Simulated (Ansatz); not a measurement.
One change: `[GeH3][O]C1CO1` becomes `FCC1CO1`.

Ansatz, PBE0-D4/def2-TZVP geometries, multiplicity 1. Each molecule was computed in one conformer, which needn't be the lowest.

Scalar relativity is left out up to krypton.

```
                                      property  `[GeH3][O]C1CO1`
size of the dipole moment (PBE/def2-TZVPP) / D              2.79
           LUMO energy (B3LYP/def2-TZVPP) / eV             -0.10
           HOMO–LUMO gap (PBE/def2-TZVPP) / eV              5.59
             HOMO energy (PBE/def2-TZVPP) / eV             -6.31
       HOMO–LUMO gap (ωB97M-V/def2-TZVPP) / eV             12.07
         HOMO–LUMO gap (B3LYP/def2-TZVPP) / eV              7.47
```

(1) What does the change do to each property? (Estimate.)

Results:

(1) Computed: 
```
                                      property  `FCC1CO1`  shift
size of the dipole moment (PBE/def2-TZVPP) / D       0.52  -2.27
           LUMO energy (B3LYP/def2-TZVPP) / eV       1.06   1.16
           HOMO–LUMO gap (PBE/def2-TZVPP) / eV       6.86   1.27
             HOMO energy (PBE/def2-TZVPP) / eV      -6.53  -0.22
       HOMO–LUMO gap (ωB97M-V/def2-TZVPP) / eV      13.70   1.63
         HOMO–LUMO gap (B3LYP/def2-TZVPP) / eV       9.03   1.56
```

With PBE0 the HOMO falls by 0.44 eV and the LUMO rises by 1.26 eV, so the gap widens by about 1.70 eV. PBE moves the HOMO by -0.22 eV and ωB97M-V by -0.54 eV. Dipoles are sizes alone; their direction can turn.

B3LYP here is the variant with VWN-RPA as its local correlation; programs differ in this.
